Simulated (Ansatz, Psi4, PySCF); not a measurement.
IK, triplet, at the geometry of the source list (a higher spin typed on purpose: for a closed-shell molecule this is an excited state) (core potentials on I). Base run: B97M-V/def2-SVPD (PySCF).

The PySCF input:
```python
from pyscf import gto, scf, dft

mol = gto.M(
    atom='''
K    -1.058900   -0.752200   -0.902200
I     1.058900    0.752200    0.902200
''',
    basis='def2-svpd',
    ecp={'I': 'def2-svpd'},
    charge=0,
    spin=2,
    verbose=4,
)

mf = dft.UKS(mol)
mf.xc = 'b97m_v'
mf.kernel()
```

The same geometry, method and basis name were run in Ansatz (a quantum-chemistry and plane-wave program) and Psi4 and PySCF, at each program's defaults and at the settings that a row names. The base is PySCF at its defaults. Differences at the defaults can come from grids, fitting, cores and function types together.

| code and settings | ΔE vs base (mEh) | basis functions | E (Eh) | SCF cycles | dipole (D) |
|---|---|---|---|---|---|
| PySCF, defaults (exact integrals, its default grid, spherical functions) | 0.000 | 62 | -897.33222 | 15 | 1.43 |
| Psi4, defaults (density fitting with its default set, its default grid, spherical functions) | -0.325 | 62 | -897.33254 | 8 | 1.43 |
| Ansatz, defaults (factorised integrals, its default grid, spherical functions) | 0.036 | 62 | -897.33218 | - | - |
| PySCF, density fitting with def2-universal-jkfit | -0.026 | 62 | -897.33224 | 15 | 1.43 |
| PySCF, fine grid | 0.027 | 62 | -897.33219 | 15 | 1.43 |
| Psi4, exact integrals, spherical functions, fine grid | 0.096 | 62 | -897.33212 | 11 | 1.43 |
| Ansatz, high accuracy | 0.035 | 62 | -897.33218 | - | - |

Open shells are given as the SCF converged; they aren't shown to be the lowest states, and a large step between rows can be another state.
